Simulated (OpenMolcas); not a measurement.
A run on Re4+ among 5 point charges of -2 e arranged as a square pyramid (C4v), 2.1 Å from the ion.

```json
{
 "Program": "OpenMolcas",
 "Method": "CASSCF",
 "Basis": "ANO-RCC-VDZP [7s6p4d2f1g]",
 "Scalar Hamiltonian": "DKH2, point nucleus",
 "Active space": "3 electrons in 5 orbitals (5d)",
 "State averaging": "2S+1 = 4 even, 10 roots; 2S+1 = 2 even, 40 roots",
 "Spin-orbit coupling": "state interaction with AMFI integrals over the reference wave functions"
}
```

68 basis functions. Blocks (2S+1, parity, CSFs, roots kept): 4, even, 10, 10; 2, even, 40, 40.

**Question.** How long do the RASSCF and RASSI steps take on 1 thread of Arm Neoverse N1, on a shared host?

**Answer.** About 20 s of wall time, without the integral step.
